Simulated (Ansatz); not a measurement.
`C[CH2][AlH2]` + `C/C=C/S` → `C/C=C\[S][AlH2]` + `CC`  (ligand exchange at the Al–C bond)

Isolated molecules relaxed with PBE0-D4/def2-TZVP in Ansatz; ΔE leaves out vibrations. CCSD(T)/CBS adds triple-zeta CCSD(T) − MP2 to the extrapolated MP2 energy (def2 sets, frozen cores). This one scheme is used for every species. Double bonds are as drawn, so ΔE can hold a change between cis and trans. DFT in def2-TZVPP. B3LYP here is the variant with VWN-RPA as its local correlation; programs differ in this. Each species was taken in one conformer, which may not be the lowest.

(1) Is it downhill or uphill in electronic energy at CCSD(T)/CBS, and by how much? (An estimate is asked.)

(2) What do these levels give: PBE0-D4, ωB97X-V, ωB97M-V, B2PLYP, PBE, r2SCAN, B3LYP, SCS-MP2/def2-TZVPP, CCSD/def2-TZVPP, CCSD(T)/def2-TZVPP, SCS-MP2/def2-QZVPP, HF/CBS(def2)? (Estimate.)

Largest T1 diagnostic among the species: 0.012.

Answers

(1) The calculation gave: Downhill: ΔE = -1.40 eV.

(2) The calculation gave: PBE0-D4 -1.44, ωB97X-V -1.37, ωB97M-V -1.39, B2PLYP -1.31, PBE -1.34, r2SCAN -1.44, B3LYP -1.22, SCS-MP2/def2-TZVPP -1.38, CCSD/def2-TZVPP -1.33, CCSD(T)/def2-TZVPP -1.38, SCS-MP2/def2-QZVPP -1.39, HF/CBS(def2) -1.21 eV.

In def2-TZVPP, CCSD(T) changes the Hartree–Fock value by −0.16 eV (the triples alone add −0.05 eV) and MP2 by −0.25 eV. From PBE to PBE0 (25 % exact exchange), in def2-TZVPP and without D4, ΔE moves by −0.05 eV. The D4 term adds −0.09 eV with B3LYP and −0.05 eV with PBE0; it sums over pairs of atoms, weighted by their polarisabilities, and B3LYP, whose exchange is more repulsive, gets the larger term.
